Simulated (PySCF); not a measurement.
H3O4S, SMILES O=S(O)(O)=[OH+], charge +1. Heavy atoms are numbered as in [O:1]=[S:2](=[OH+:3])([OH:4])[OH:5]. Hydrogens are named by the atom that carries them.

Geometry: B3LYP-D3(BJ)/def2-SVP. The isomer is the one that the SMILES or the coordinates give; other isomers of the formula were not compared. The values are those of a single conformer.

Computed with M06-2X/def2-TZVP in PySCF.

ESP charges are fitted to the potential on shells at 1.4 to 2.0 van der Waals radii. Atomic charges (e), one atom of each kind:

```
atom     ESP fit  meta-Löwdin
-------  -------  -----------
O1             …        -0.67
S2             …         2.20
O3 (OH)        …        -0.60
H on O3        …         0.43
```

Task: Complete the blanks. (Estimate from the structure and the level; the computed values follow.)

Result: 
- O1, ESP fit: -0.28
- S2, ESP fit: 0.77
- O3 (OH), ESP fit: -0.33
- H on O3, ESP fit: 0.49

Computed Mayer and Wiberg (Löwdin basis) orders of the bonds:
```csv
bond,Mayer,Wiberg
O1–S2,2.05,2.53
S2–O3,1.28,1.66
S2–O4,1.28,1.66
S2–O5,1.28,1.66
```
